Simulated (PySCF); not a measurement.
## Si⁺: excitation energy

Si⁺ [Ne] 3s2 3p1 (2P) → Si⁺ [Ne] 3s1 3p2 (4P), as a difference of total energies. Calculation: PySCF 2.14, in x2c-QZVPPall with one added diffuse shell each of s, p, d, f type (10s7p5d3f1g, 86 functions); the spin-free X2C one-electron Hamiltonian (Gaussian nucleus). Correlated levels: valence and next inner shell: 1s2 frozen. The calculations carry no spin-orbit coupling.

```tsv
method	excitation energy (eV)	error (eV)
UHF	3.926	-1.382
MP2 (valence and next inner shell)	5.041	-0.267
SCS-MP2 (valence and next inner shell)	5.359	+0.051
CCSD (valence and next inner shell)	5.244	-0.064
CCSD(T) (valence and next inner shell)	5.300	-0.008
```

Reference: 5.308 eV (measured; NIST levels, between the centres of gravity of the two terms).

Errors of the correlated levels include the incompleteness of this basis and the frozen core.
